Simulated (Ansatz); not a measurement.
Cost and result for the atomization energy of C₂H₅BS, SMILES `BC(=C)S` (9 atoms, 8 bonds).

```xyz
9

B     0.2265   -0.8059   -0.9343
C     0.0343    0.2330    0.1830
C    -1.0275    0.1128    0.9995
S     1.1662    1.5635    0.4104
H    -0.5774   -1.6849   -1.0337
H     1.1503   -0.7511   -1.6926
H    -1.2390    0.8016    1.8128
H    -1.7193   -0.7079    0.8537
H     1.9859    1.2389   -0.5989
```

The species carries charge 0 and has multiplicity 1. The geometry is a stationary point of PBE0-D4/def2-TZVP. It is one conformer, not always the lowest. Program: Ansatz. All runs use 2 threads of an Arm Neoverse V2 on a shared host. Times are those of one run each, without the atoms' runs, and a repeat can differ threefold. Electronic energies, without spin–orbit coupling; frozen cores. CCSD(T)/CBS adds CCSD(T) − MP2 in def2-TZVPP to the MP2 limit, and its time is that of the two runs behind it. T1 = 0.012; the RHF reference is unstable towards UHF. HSE06 is the plane-wave form, built on full-range PBE exchange.

CCSD(T)/CBS is a level of theory with its own doubt, some kJ/mol a heavy atom from the limit and from the frozen cores, so smaller differences don't rank the functionals.

| level | functions | wall time |
| --- | --- | --- |
| revPBE-D4/def2-TZVPP | 205 | 2 s |
| BLYP-D4/def2-TZVPP | 205 | 2.1 s |
| CCSD(T)/def2-SVP | 85 | 2.1 s |
| PBE-D4/def2-TZVPP (with forces) | 205 | 2.4 s |
| PBE0-D4/def2-TZVPP | 205 | 2.4 s |
| HSE06-D4/def2-TZVPP | 205 | 2.8 s |
| CAM-B3LYP-D4/def2-TZVPP | 205 | 2.9 s |
| r2SCAN-D4/def2-TZVPP (with forces) | 205 | 4.6 s |
| B2PLYP/def2-TZVPP | 205 | 5 s |
| B97M-V/def2-TZVPP | 205 | 9 s |
| MP2/def2-QZVPP | 391 | 18 s |
| CCSD(T)/def2-TZVPP | 205 | 49 s |
| CCSD(T)/CBS(def2) | – | 67 s |

**Question.** What atomization energy does each give, and how far from CCSD(T)/CBS? (Best estimate.)

**Answer.** Ansatz gave: 
```
                             level  atomization (kcal/mol)  difference from CCSD(T)/CBS  per bond
              revPBE-D4/def2-TZVPP                   802.3                          4.8       0.6
                BLYP-D4/def2-TZVPP                   801.7                          4.2       0.5
                  CCSD(T)/def2-SVP                   760.4                        -37.1      -4.6
   PBE-D4/def2-TZVPP (with forces)                   820.2                         22.7       2.8
                PBE0-D4/def2-TZVPP                   807.3                          9.8       1.2
               HSE06-D4/def2-TZVPP                   807.9                         10.4       1.3
           CAM-B3LYP-D4/def2-TZVPP                   803.3                          5.8       0.7
r2SCAN-D4/def2-TZVPP (with forces)                   806.1                          8.6       1.1
                 B2PLYP/def2-TZVPP                   793.7                         -3.8      -0.5
                 B97M-V/def2-TZVPP                   806.8                          9.3       1.2
                    MP2/def2-QZVPP                   802.0                          4.5       0.6
                CCSD(T)/def2-TZVPP                   778.5                        -19.0      -2.4
                 CCSD(T)/CBS(def2)                   797.5                          0.0       0.0
```

From PBE to PBE0 (25 % exact exchange), in def2-TZVPP and without D4, the atomization energy moves by −12.3 kcal/mol: exact exchange takes away binding that semilocal exchange gives to molecules. The D4 term adds +6.8 kcal/mol with B3LYP and +3.5 kcal/mol with PBE0; it sums over pairs of atoms, weighted by their polarisabilities, and B3LYP, whose exchange is more repulsive, gets the larger term. At CCSD(T), def2-SVP lies −37.1 kcal/mol from the extrapolated value and def2-TZVPP −18.9 kcal/mol: correlation converges slowly with the basis, and small sets miss more of it in the bonded molecule than in its fragments.

B3LYP here is the variant with VWN-RPA as its local correlation; programs differ in this.
